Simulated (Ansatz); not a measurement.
Start from `CC(C)[NH][Ga]([Cl])[Cl]` and change one atom or group to get `CC(C)N`.

Ansatz, PBE0-D4/def2-TZVP geometries, multiplicity 1. Each molecule was computed in one conformer, which needn't be the lowest.

Scalar relativity is left out up to krypton.

```json
{"property": "LUMO energy (B3LYP/def2-TZVPP) / eV", "`CC(C)[NH][Ga]([Cl])[Cl]`": "-1.25"}
{"property": "HOMO–LUMO gap (ωB97M-V/def2-TZVPP) / eV", "`CC(C)[NH][Ga]([Cl])[Cl]`": "10.57"}
{"property": "LUMO energy (PBE/def2-TZVPP) / eV", "`CC(C)[NH][Ga]([Cl])[Cl]`": "-1.87"}
{"property": "HOMO–LUMO gap (PBE/def2-TZVPP) / eV", "`CC(C)[NH][Ga]([Cl])[Cl]`": "4.12"}
{"property": "size of the dipole moment (B3LYP/def2-TZVPP) / D", "`CC(C)[NH][Ga]([Cl])[Cl]`": "2.83"}
{"property": "HOMO energy (PBE/def2-TZVPP) / eV", "`CC(C)[NH][Ga]([Cl])[Cl]`": "-5.99"}
```

(1) Give the same properties after the change, and the shifts. (Best estimate.)

Results:

(1) The calculation gave: 
```
                                        property  `CC(C)N`  shift
             LUMO energy (B3LYP/def2-TZVPP) / eV      0.64   1.89
         HOMO–LUMO gap (ωB97M-V/def2-TZVPP) / eV     11.65   1.08
               LUMO energy (PBE/def2-TZVPP) / eV      0.19   2.06
             HOMO–LUMO gap (PBE/def2-TZVPP) / eV      5.53   1.41
size of the dipole moment (B3LYP/def2-TZVPP) / D      1.24  -1.59
               HOMO energy (PBE/def2-TZVPP) / eV     -5.34   0.65
```

With PBE0 the HOMO rises by 0.48 eV and the LUMO rises by 1.92 eV, so the gap widens by about 1.44 eV. PBE moves the HOMO by 0.65 eV and ωB97M-V by 0.36 eV. The zero-point energy changes by 20.5 kJ/mol with -6 modes. Dipoles are sizes alone; their direction can turn.

B3LYP here is the variant with VWN-RPA as its local correlation; programs differ in this.
